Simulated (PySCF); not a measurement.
SrCl, SMILES [Cl][Sr+], charge +1. Coordinates come from a B3LYP-D3(BJ)/def2-TZVPD optimisation. The spin state was assumed, not searched. The def2 effective core potentials stand for the cores of Sr; spin–orbit coupling is left out.

These are B3LYP-D3(BJ)/def2-TZVPD (PySCF 2.14.0) values and carry that method's errors.

Harmonic wavenumbers (cm⁻¹): 357. Rotational constants (GHz): 3.244 (linear); symmetry number 1.

### Question
Work out the zero-point energy and the ideal-gas rigid-rotor harmonic-oscillator thermochemistry at 298.15 K and 1 atm.

### Answer
ZPE = ½ Σ hcν = ½ × 357 cm⁻¹ = 0.51 kcal/mol. H − E(el) = 2.81 kcal/mol. Entropy in cal/(mol K): translation 40.34, rotation 17.01, vibration 1.13, total 58.48. G − E(el) = -14.63 kcal/mol. Cp = 8.52 cal/(mol K).
